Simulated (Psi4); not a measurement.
C$_{4}$H$_{9}$O, doublet, at a GFN2-xTB geometry; CCSD(T)/STO-3G (Psi4 1.11).

Input for Psi4:
```
memory 2 GB

molecule mol {
0 2
  C     2.392879   -0.228253   -0.041825
  C     0.944725   -0.381087   -0.485181
  C     0.021799    0.621782    0.242437
  C    -1.393101    0.508017   -0.170865
  O    -2.159037   -0.412590    0.509260
  H     3.028258   -0.941996   -0.561870
  H     2.754769    0.774851   -0.257881
  H     2.484608   -0.402461    1.027925
  H     0.597185   -1.393348   -0.272421
  H     0.869673   -0.217469   -1.562470
  H     0.084925    0.437105    1.315923
  H     0.380654    1.633396    0.035352
  H    -1.695348    0.766333   -1.174244
  H    -3.030239   -0.478441    0.108215
}

set basis sto-3g
set reference uhf
set cc_type df
set mp2_type df
set scf_type df

energy('ccsd(t)')
print_variables()
```

What the program printed (banner, timings and long lists left out):

```
Traceback (most recent call last):
  File "psi4", line 375, in <module>
  File "<string>", line 38, in <module>
  File "site-packages/psi4/driver/driver.py", line 461, in energy
  File "site-packages/psi4/driver/task_planner.py", line 255, in task_planner
  File "site-packages/psi4/driver/driver_util.py", line 222, in negotiate_derivative_type
  File "site-packages/psi4/driver/driver_util.py", line 344, in highest_analytic_derivative_available

psi4.driver.p4util.exceptions.MissingMethodError: Method=ccsd(t) is not available for any derivative level under conditions CC_TYPE=DF, REFERENCE=UHF, FREEZE_CORE=FALSE, QC_MODULE=(auto). See https://psicode.org/psi4manual/master/introduction.html#ss-ccsd-prt-pr. Or did you mean? ccsd(at) a-ccsd(t) ccsd(t)_l bccd(t) qcisd(t)

Printing out the relevant lines from the Psithon --> Python processed input file:
    core.set_global_option("BASIS", "sto-3g")
    core.set_global_option("REFERENCE", "uhf")
    core.set_global_option("CC_TYPE", "df")
    core.set_global_option("MP2_TYPE", "df")
    core.set_global_option("SCF_TYPE", "df")
--> energy('ccsd(t)')
    print_variables()

!----------------------------------------------------------------------------------!
!                                                                                  !
!  Method=ccsd(t) is not available for any derivative level under conditions       !
!     CC_TYPE=DF, REFERENCE=UHF, FREEZE_CORE=FALSE, QC_MODULE=(auto). See          !
!     https://psicode.org/psi4manual/master/introduction.html#ss-ccsd-prt-pr. Or   !
!     did you mean? ccsd(at) a-ccsd(t) ccsd(t)_l bccd(t) qcisd(t)                  !
!                                                                                  !
!----------------------------------------------------------------------------------!
```

The program refused the input.
